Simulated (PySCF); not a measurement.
CH4AlFS (SMILES [CH3][Al]([F])[SH]), singlet, geometry from GFN2-xTB (such geometries of metal compounds can be far from the true shape); DF-R2SCAN/cc-pV(T+d)Z run with PySCF.

The PySCF input:
```python
from pyscf import gto, scf, dft

mol = gto.Mole()
mol.atom = '''
    Al   -0.336867    0.220389   -0.170901
    F    -1.850896   -0.361585   -0.475775
    C     0.145298    2.099588   -0.572787
    H     0.965307    2.174216   -1.290257
    H     0.459369    2.647960    0.317941
    H    -0.712782    2.623357   -0.997031
    S     1.088213   -1.210511    0.698944
    H     2.042244   -0.285689    0.726647
'''
mol.basis = 'cc-pv(t+d)z'
mol.charge = 0
mol.spin = 0
mol.verbose = 4
mol.max_memory = 1800
mol.build()

mf = dft.RKS(mol)
mf.xc = 'r2scan'
mf = mf.density_fit(auxbasis='def2-universal-jkfit')
mf.kernel()
```

**Question.** What does PySCF print? Leave out banner, timings and long lists.

**Answer.** 
```
PySCF version 2.14.0

[INPUT] verbose = 4
[INPUT] num. atoms = 8
[INPUT] num. electrons = 48
[INPUT] charge = 0
[INPUT] spin (= nelec alpha-beta = 2S) = 0
[INPUT] symmetry False subgroup None
[INPUT] Mole.unit = angstrom
[INPUT] Symbol           X                Y                Z      unit          X                Y                Z       unit  Magmom
[INPUT]  1 Al    -0.336867000000   0.220389000000  -0.170901000000 AA   -0.636586370404   0.416474850867  -0.322956084414 Bohr   0.0
[INPUT]  2 F     -1.850896000000  -0.361585000000  -0.475775000000 AA   -3.497686525053  -0.683296620751  -0.899084446915 Bohr   0.0
[INPUT]  3 C      0.145298000000   2.099588000000  -0.572787000000 AA    0.274573426447   3.967646294423  -1.082410557711 Bohr   0.0
[INPUT]  4 H      0.965307000000   2.174216000000  -1.290257000000 AA    1.824165856126   4.108672775647  -2.438232360303 Bohr   0.0
[INPUT]  5 H      0.459369000000   2.647960000000   0.317941000000 AA    0.868081600115   5.003919188803   0.600821413770 Bohr   0.0
[INPUT]  6 H     -0.712782000000   2.623357000000  -0.997031000000 AA   -1.346962766520   4.957426256961  -1.884115527701 Bohr   0.0
[INPUT]  7 S      1.088213000000  -1.210511000000   0.698944000000 AA    2.056424535191  -2.287534260773   1.320812736408 Bohr   0.0
[INPUT]  8 H      2.042244000000  -0.285689000000   0.726647000000 AA    3.859281839536  -0.539873966801   1.373163819237 Bohr   0.0

nuclear repulsion = 193.793643166534
number of shells = 28
number of NR pGTOs = 276
number of NR cGTOs = 194
basis = cc-pv(t+d)z
ecp = {}

******** <class 'pyscf.df.df_jk.DFRKS'> ********
method = DFRKS
initial guess = minao
damping factor = 0
level_shift factor = 0
DIIS = <class 'pyscf.scf.diis.CDIIS'>
diis_start_cycle = 1
diis_space = 8
diis_damp = 0
SCF conv_tol = 1e-09
SCF conv_tol_grad = None
SCF max_cycles = 50
direct_scf = False
XC library pyscf.dft.libxc version 7.1.2
    S. Lehtola, C. Steigemann, M. J. T. Oliveira, and M. A. L. Marques,  SoftwareX 7, 1–5 (2018)
XC functionals = r2scan
    J. W. Furness, A. D. Kaplan, J. Ning, J. P. Perdew, and J. Sun,  J. Phys. Chem. Lett. 11, 8208–8215 (2020)
    J. W. Furness, A. D. Kaplan, J. Ning, J. P. Perdew, and J. Sun,  J. Phys. Chem. Lett. 11, 9248–9248 (2020)
    J. W. Furness, A. D. Kaplan, J. Ning, J. P. Perdew, and J. Sun,  J. Phys. Chem. Lett. 11, 8208–8215 (2020)
    J. W. Furness, A. D. Kaplan, J. Ning, J. P. Perdew, and J. Sun,  J. Phys. Chem. Lett. 11, 9248–9248 (2020)
radial grids:
    Treutler-Ahlrichs [JCP 102, 346 (1995); DOI:10.1063/1.469408] (M4) radial grids

becke partition: Becke, JCP 88, 2547 (1988); DOI:10.1063/1.454033
pruning grids: <function nwchem_prune>
grids dens level: 3
symmetrized grids: False
atomic radii adjust function: <function treutler_atomic_radii_adjust>
small_rho_cutoff = 0
Set gradient conv threshold to 3.16228e-05
Initial guess from minao.
tot grids = 105672
init E= -781.029098275972
  HOMO = -0.307396088862443  LUMO = -0.0731483758689644  gap/eV = 6.37420
cycle= 1 E= -780.958593896223  delta_E= 0.0705  |g|= 0.784  |ddm|= 5.33
  HOMO = -0.186955326102044  LUMO = -0.0122205271539428  gap/eV = 4.75478
cycle= 2 E= -780.692466588039  delta_E= 0.266  |g|= 1.49  |ddm|= 2.62
  HOMO = -0.234694375076236  LUMO = -0.0277563916396768  gap/eV = 5.63107
cycle= 3 E= -781.070767977503  delta_E= -0.378  |g|= 0.192  |ddm|= 1.57
  HOMO = -0.253259607533742  LUMO = -0.0322140403410803  gap/eV = 6.01496
cycle= 4 E= -781.078775821654  delta_E= -0.00801  |g|= 0.0475  |ddm|= 0.337
  HOMO = -0.255652494884551  LUMO = -0.0328129603458285  gap/eV = 6.06377
cycle= 5 E= -781.079197298577  delta_E= -0.000421  |g|= 0.0158  |ddm|= 0.082
  HOMO = -0.252901623612319  LUMO = -0.0320659832991778  gap/eV = 6.00924
cycle= 6 E= -781.079256468238  delta_E= -5.92e-05  |g|= 0.00482  |ddm|= 0.0292
  HOMO = -0.25333483624045  LUMO = -0.0320503729321396  gap/eV = 6.02146
cycle= 7 E= -781.079260576132  delta_E= -4.11e-06  |g|= 0.00168  |ddm|= 0.00776
  HOMO = -0.253241391198891  LUMO = -0.0321216956646294  gap/eV = 6.01697
cycle= 8 E= -781.079261353657  delta_E= -7.78e-07  |g|= 0.000309  |ddm|= 0.00289
  HOMO = -0.253273492734564  LUMO = -0.0321074698360122  gap/eV = 6.01823
cycle= 9 E= -781.079261381801  delta_E= -2.81e-08  |g|= 8.79e-05  |ddm|= 0.000612
  HOMO = -0.253274986600287  LUMO = -0.0321116423545081  gap/eV = 6.01816
cycle= 10 E= -781.079261383628  delta_E= -1.83e-09  |g|= 2.55e-05  |ddm|= 0.000138
  HOMO = -0.253276208894688  LUMO = -0.0321111156861969  gap/eV = 6.01821
cycle= 11 E= -781.079261383781  delta_E= -1.53e-10  |g|= 4.4e-06  |ddm|= 3.55e-05
  HOMO = -0.253275386248873  LUMO = -0.0321110005650206  gap/eV = 6.01819
Extra cycle  E= -781.079261383776  delta_E= 5.34e-12  |g|= 6.54e-06  |ddm|= 1.47e-05
converged SCF energy = -781.079261383776
```
